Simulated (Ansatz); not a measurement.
Reaction (atomization): `O[SiH](O)N[SiH2]Cl` → Cl• + 6 H• + N• + 2 O• + 2 Si•

Gas-phase electronic energies from Ansatz, PBE0-D4/def2-TZVP geometries. CBS: MP2 limit from def2 TZ/QZ plus the TZ coupled-cluster correction, frozen cores. This one scheme is used for every species, atoms too. DFT in def2-TZVPP. B3LYP here is the variant with VWN-RPA as its local correlation; programs differ in this. No spin–orbit coupling; open shells (•) take unrestricted orbitals. Spin–orbit coupling would lower the free atoms: a little for Cl, O, Si. Each species was taken in one conformer, which may not be the lowest.

| level | ΔE (kJ/mol) |
| --- | --- |
| PBE-D4 | 4416.1 |
| B3LYP-D4 | 4372.4 |
| B2PLYP | 4331.6 |
| PBE | 4382.7 |
| r2SCAN | 4379.2 |
| B3LYP | 4318.5 |
| MP2/def2-TZVPP | 4364.9 |
| MP2/def2-QZVPP | 4455.6 |

Task: What does CCSD(T)/CBS give? (Best estimate.)

Result: Ansatz gave: +4416.7 kJ/mol. The listed levels differ from it by -0.6, -44.3, -85.1, -34.0, -37.5, -98.2, -51.8, 38.9 kJ/mol.

Largest T1 diagnostic among the species: 0.012.

The D4 term adds +53.9 kJ/mol with B3LYP and +28.5 kJ/mol with PBE0; it sums over pairs of atoms, weighted by their polarisabilities, and B3LYP, whose exchange is more repulsive, gets the larger term. From PBE to PBE0 (25 % exact exchange), in def2-TZVPP and without D4, ΔE moves by −71.9 kJ/mol: exact exchange takes away binding that semilocal exchange gives to molecules. In def2-TZVPP, CCSD(T) changes the Hartree–Fock value by +1136.6 kJ/mol (the triples alone add +66.1 kJ/mol) and MP2 by +1235.2 kJ/mol; breaking electron pairs costs correlation energy, which Hartree–Fock lacks.

For atomizations the MP2-based limit and the directly extrapolated one differ by several kJ/mol either way, and by 10 to 25 for some Ge, Se and Sn compounds, so smaller differences from it don't rank the levels.
